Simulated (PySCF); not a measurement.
C₆ coefficients of unlike pairs at PBE0

Calculated with PySCF 2.14 from the dipole response of each species, C₆(A,B) = (3/π) ∫ α_A(iu) α_B(iu) du, in atomic units, from isotropic polarisabilities. For ions this is the dispersion term alone; charge-induced terms of lower order in 1/R come first.

```tsv
species	configuration	basis	relativity	α (bohr³)	C₆ (like pair)
Te²⁺	[Kr] 4d10 5s2 5p2 (3P)	x2c-TZVPPall with one added diffuse shell each of s, p, d, f type (9s7p5d3f)	spin-free X2C	14.94	100.3
Cl	[Ne] 3s2 3p5 (2P)	aug-cc-pV(Q+d)Z with one added diffuse shell each of s, p, d, f, g type (8s7p6d4f3g)	none	15.06	95.00
Si³⁺	[Ne] 3s1 (2S)	def2-TZVPPD (6s5p4d1f)	none	7.457	14.35
V³⁺	[Ar] 3d2 (3F)	aug-cc-pVDZ (7s6p4d2f)	none	1.970	4.782
```

(1) Estimate C₆ for Si³⁺ with Cl.

No spin-orbit coupling is included.

The other pairs:

| pair | C₆ |
| --- | --- |
| V³⁺, Te²⁺ | 19.95 |
| V³⁺, Si³⁺ | 6.512 |
| Si³⁺, Te²⁺ | 36.58 |
| V³⁺, Cl | 18.77 |
| Cl, Te²⁺ | 97.27 |

## Answers

(1) The integral gives 35.91. The combination rule 2 C_A C_B / (C_A α_B/α_A + C_B α_A/α_B) gives 35.87 and the geometric mean 36.92.
